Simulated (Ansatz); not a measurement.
H$_{2}$Ga (SMILES [GaH2]), doublet, geometry from GFN2-xTB (such geometries of metal compounds can be far from the true shape) (the spin is typed, not shown lowest); PBE0/6-31G (Ansatz, a quantum-chemistry and plane-wave program).

Input for Ansatz:
Ansatz 0.2 input:
```yaml
crystal:
  periodic: [false, false, false]
  atoms:
    - {symbol: Ga, position_ang: [0.05144791, 0.01309187, 0.03530349]}
    - {symbol: H, position_ang: [-0.52007380, -1.67523193, -0.40542734]}
    - {symbol: H, position_ang: [-1.07481131, 1.26938408, -0.68898100]}
basis:
  gaussian:
    orbitals: 6-31G
hamiltonian:
  xc: pbe0
magnetization: {spin_polarized: true, initial_magnetization: 1}
```

Problem. Predict the main parts of the log of this Ansatz run.

Solution. 
```
Functional definition: PBE0
316 factors; integrals over basis functions are off by at most 3.2e-4 eV
mean field evaluation 1: about -52391.2985 eV, gradient 7.9e0 eV
mean field evaluation 2: about -52391.5345 eV, gradient 7.4e0 eV
mean field evaluation 4: about -52391.7476 eV, gradient 2.2e-1 eV
mean field evaluation 8: about -52391.7497 eV, gradient 1.1e-2 eV
mean field evaluation 16: about -52391.7497 eV, gradient 1.8e-5 eV
mean field -52391.74966622 eV, -1925.3612878301 hartree, gradient 1.8e-5 eV, S^2 0.754521; 0 other end points of the search recorded, 0 dependent functions left out
reference -52391.74969843 eV, -1925.3612890139 hartree; 17, 16 occupied and 16, 17 virtual orbitals, 316 factors
Total energy: -52391.74969843 eV, -1925.3612890139 hartree
```
